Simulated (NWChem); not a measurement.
ZrI4; SMILES [I][Zr]([I])([I])[I]

```xyz
5

Zr     0.0000     0.0000     0.0000
I      0.4593     1.4119    -2.2316
I     -0.4866     1.6767     2.0338
I     -2.1231    -1.5933    -0.3719
I      2.1504    -1.4953     0.5697
```
Atoms are numbered in this order, from 1.

Program: NWChem. The geometry was optimised at PBE0/def2-SVP. No frequency run checked for a minimum. def2 effective core potentials on Zr, I; no spin-orbit coupling.

For level PBE/def2-SVP (core potentials):

```
Property                     Value
---------------------------  -----
highest occupied level (eV)  -6.80
orbital gap (eV)              3.17
```

Q: What are these values for level PBE/STO-3G (all-electron, non-relativistic)?

A: The highest occupied level (eV) is -4.49. The orbital gap (eV) is 4.60.
